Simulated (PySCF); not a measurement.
# Functional benchmark on one molecule

Molecule: SMILES C=CS(=O)(=O)OC, C3H6O3S.

Atom-mapped SMILES (the numbers label the heavy atoms): `[CH2:1]=[CH:2][S:3](=[O:4])(=[O:5])[O:6][CH3:7]`; H(Xn) means a hydrogen on atom n. Ha(C1) is cis to S3; Hb(C1) is trans to S3.

Geometry PBE0-D3(BJ)/def2-SVP throughout; GIAO in PySCF, gas phase, one conformer, non-relativistic; equivalent atoms averaged; basis pcSseg-1.

Reference values (measured; solution, not stated per compound (mostly CDCl3 or CCl4); Pretsch, Buehlmann, Badertscher, Structure Determination of Organic Compounds, 4th ed. (2009)): δ(H(C2)) = 6.57 ppm, δ(Hb(C1)) = 6.22 ppm, δ(Ha(C1)) = 6.43 ppm. Computed shifts are taken against TMS, calculated as an isolated molecule at each level.

Q: How do the functionals BP86, KT3, B97-D, B3LYP, PBE0, mPW1PW91, CAM-B3LYP, LC-wPBE perform against the reference? Times are CPU seconds on shared hosts with different chips, so compare them loosely; the GGAs took longer than the global hybrids here, which isn't the general rule, and the cause wasn't traced.

A: 
```
functional                    kind  H(C2)  Hb(C1)  Ha(C1)  mean abs. error H  core-s
      BP86                     GGA   6.45    6.06    6.52               0.12      20
       KT3                     GGA   6.30    5.88    6.32               0.24      19
     B97-D                     GGA   6.38    5.97    6.45               0.15      20
     B3LYP           global hybrid   6.38    6.14    6.64               0.16      14
      PBE0           global hybrid   6.46    6.30    6.75               0.17      15
  mPW1PW91           global hybrid   6.44    6.29    6.74               0.17      12
 CAM-B3LYP  range-separated hybrid   6.39    6.29    6.78               0.20      18
   LC-wPBE  range-separated hybrid   6.45    6.51    6.96               0.31      23
```

For 1H the closest is BP86 (0.12 ppm) and the furthest LC-wPBE (0.31 ppm). One molecule is a small sample, and vibrational and solvent effects are absent from the calculation.
